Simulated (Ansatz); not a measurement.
Computed with Ansatz on PBE0-D4/def2-TZVP structures; ΔE is electronic, products minus reactants. CCSD(T)/CBS adds triple-zeta CCSD(T) − MP2 to the extrapolated MP2 energy (def2 sets, frozen cores). This one scheme is used for every species. Functionals use def2-TZVPP. B3LYP here is the variant with VWN-RPA as its local correlation; programs differ in this. HSE06 is defined as in plane-wave codes. For Ge outer-core shells are correlated without core-valence functions, which leaves a few kJ/mol of doubt a bond. Scalar relativity is left out up to krypton. One conformer a species, not always the lowest.

Consider the cleavage of the Si–B bond: `NB[SiH2]N` + `[SH][GeH3]` → `N[SiH2][S][GeH3]` + `BN`.

```
        level  ΔE (kJ/mol)
      BLYP-D4        -97.8
   r2SCANh-D4       -103.5
   r2SCAN0-D4       -105.1
     HSE06-D4        -99.2
        B3LYP        -94.7
 MP2/def2-SVP       -103.1
HF/def2-QZVPP       -105.0
 HF/CBS(def2)       -104.9
```

Task: What does CCSD(T)/CBS give? (An estimate is asked.)

Result: Computed: -104.4 kJ/mol. The listed levels differ from it by 6.6, 0.9, -0.7, 5.2, 9.7, 1.3, -0.6, -0.5 kJ/mol.

Largest T1 diagnostic among the species: 0.013.

Leaving LDA and LC-ωPBE aside and taking each functional with its dispersion term where it has one, the values, not all of them listed here, spread over 13.1 kJ/mol, from BHLYP-D4 to PBE-D4. At CCSD(T), def2-SVP lies +11.5 kJ/mol from the extrapolated value and def2-TZVPP +4.2 kJ/mol.
